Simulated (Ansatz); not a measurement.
System: GeAsH4, charge 0, doublet. GeAsH4 (SMILES [GeH3][AsH], doublet).
B3LYP-D3(BJ)/def2-TZVP minimum from Ansatz (an electronic-structure program):
```
Ge
H 1 1.5389
H 1 1.5409 2 108.91
H 1 1.5409 2 108.91 3 118.28
As 1 2.4411 2 108.93 4 120.86
H 5 1.5314 1 90.88 2 -180.00
```
Charge 0, spin multiplicity 2.

Total energies in hartree (Ansatz). UHF or UKS for unpaired electrons; spin-orbit terms are left out. Correlated methods leave the cores frozen (noble-gas shells, and filled d and f shells in the p block). No relativity. Where a partner has so few electrons that a lower coupled-cluster level is exact, that level stands in.

```csv
species,HF/cc-pVTZ,CCSD(T)/cc-pVTZ,HF/cc-pVQZ,CCSD(T)/cc-pVQZ,CCSDT(Q)/cc-pVTZ
"1: GeAsH4 (SMILES [GeH3][AsH], doublet)",-4311.96924,-4312.26241,-4311.97621,-4312.28517,-4312.26419
2: Ge (triplet),-2075.36107,-2075.42794,-2075.36359,-2075.43284,-2075.42848
3: As (quartet),-2234.23714,-2234.32576,-2234.23956,-2234.33229,-2234.32641
4: H (doublet),-0.49981,-0.49981,-0.49995,-0.49995,-0.49981
```

Task: Work out the atomisation energy (electronic, to ground-state atoms) in kcal/mol: take Hartree-Fock from cc-pVQZ, extrapolate the CCSD(T) correlation energy as X^-3 (X = 3, 4), and add CCSDT(Q) - CCSD(T) in cc-pVTZ. 1 hartree = 627.51 kcal/mol.

Result: 
Species 1: correlation (64·(-0.30896) - 27·(-0.29317))/37 = -0.32048; step -0.00178; E1 = -4311.97621 + (-0.32048) + (-0.00178) = -4312.29847
Species 2: correlation (64·(-0.06925) - 27·(-0.06687))/37 = -0.07099; step -0.00054; E2 = -2075.36359 + (-0.07099) + (-0.00054) = -2075.43512
Species 3: correlation (64·(-0.09273) - 27·(-0.08862))/37 = -0.09573; step -0.00065; E3 = -2234.23956 + (-0.09573) + (-0.00065) = -2234.33594
Species 4: correlation (64·(0.00000) - 27·(0.00000))/37 = 0.00000; step +0.00000; E4 = -0.49995 + (0.00000) + (+0.00000) = -0.49995
-1·E1 +1·E2 +1·E3 +4·E4 = 0.52761 hartree = 331.1 kcal/mol.
